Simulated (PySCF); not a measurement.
1-bromo-3-fluoropropa-1,2-diene (C₃H₂BrF), SMILES FC=C=CBr.

Geometry: ωB97X-D3(BJ)/def2-SVP.

Two levels are set side by side: PBE/def2-TZVP (PySCF) and ωB97X/def2-TZVP (PySCF). Same geometry, gas phase. Differences are taken from unrounded values.

```
quantity                      ωB97X    PBE  PBE minus ωB97X
---------------------------  ------  -----  ---------------
orbital gap (eV)              11.18   4.59            -6.59
highest occupied level (eV)  -10.02  -6.57             3.45
lowest empty level (eV)        1.16  -1.99            -3.14
dipole moment (D)              1.53   1.37            -0.16
mean polarisability (bohr³)    58.8   61.4              2.6
```

Without exact exchange PBE keeps part of each electron's self-repulsion, which lifts occupied levels and narrows the gap. Loosely held outer electrons make PBE densities more polarisable. Differences between two approximate levels are no errors against the true value.

Rough cost on one machine, each run with all the roots and properties that it gave: ωB97X against PBE within a factor of 2.
